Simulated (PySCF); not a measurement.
**Polarisability and C₆ of Te²⁺ (tellurium, charge +2)**

[Kr] 4d10 5s2 5p2, high-spin 3P determinant. Calculation: PySCF 2.14, in aug-cc-pVQZ-PP with ECP28MDF; a scalar-relativistic core potential. Coupled (time-dependent) response in atomic units; α is the mean over directions.

```
 method  mean α (bohr³)         α xx, yy, zz  C₆ (like pair)  S(−4)
LC-wPBE           14.88  14.73, 14.96, 14.96           97.13  52.01
```

S(−4) is the Cauchy moment in α(ω) = α(0) + S(−4) ω² + …

Spin-orbit coupling is absent.

α(iu) at LC-wPBE:

```
u (hartree)  α(iu) (bohr³)
          0          14.88
     0.0500          14.75
      0.100          14.38
      0.200          13.08
      0.300          11.41
      0.500          8.249
      0.750          5.560
       1.00          3.976
       1.50          2.380
       2.00          1.630
       3.00         0.9317
       5.00         0.4262
```

For an ion, C₆ is the dispersion term alone; charge-induced terms of lower order in 1/R come first.

The components differ because the open shell of this determinant is not spherical; for a pure term their mean is the scalar polarisability.

Energies and moments cover only the electrons outside the core potential.
